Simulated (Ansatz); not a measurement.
Reaction (silylene formation by 1,1-elimination): `N[SiH](O)F` → H–F + `N[Si]O`

Calculated with Ansatz (gas phase, PBE0-D4/def2-TZVP geometries, no zero-point term in ΔE). CCSD(T)/CBS is extrapolated from def2-TZVPP and def2-QZVPP, frozen cores. Each species was taken in one conformer, which may not be the lowest.

```tsv
species	HF/CBS(def2) energy (Eh)
`N[SiH](O)F`	-520.32380
H–F	-100.07071
`N[Si]O`	-420.13236
```

Problem. Work out ΔE.

Solution. ΔE = (-100.07071) + (-420.13236) − (-520.32380) = 0.12073 Eh = +75.8 kcal/mol. CCSD(T)/CBS gives +71.5 kcal/mol.

Problem. What do rigid-rotor, harmonic-oscillator terms from PBE0-D4/def2-TZVP frequencies (298.15 K, 1 bar) make of the CCSD(T)/CBS value? (An estimate is asked.)

Solution. Computed: ΔZPE = -2.0 kcal/mol, ΔH = +70.7 kcal/mol, ΔS = 142 J/(mol·K), ΔG = +60.6 kcal/mol.

Largest T1 diagnostic among the species: 0.014.

Leaving LDA and LC-ωPBE aside and taking each functional with its dispersion term where it has one, the values, not all of them listed here, spread over 11.5 kcal/mol, from revPBE-D4 to r2SCAN0-D4. LDA lies +7.0 kcal/mol from PBE without D4. From r2SCAN to r2SCAN0 (25 % exact exchange), in def2-TZVPP and without D4, ΔE moves by +1.6 kcal/mol. In def2-TZVPP, CCSD(T) changes the Hartree–Fock value by −5.5 kcal/mol (the triples alone add −0.8 kcal/mol) and MP2 by −2.8 kcal/mol.
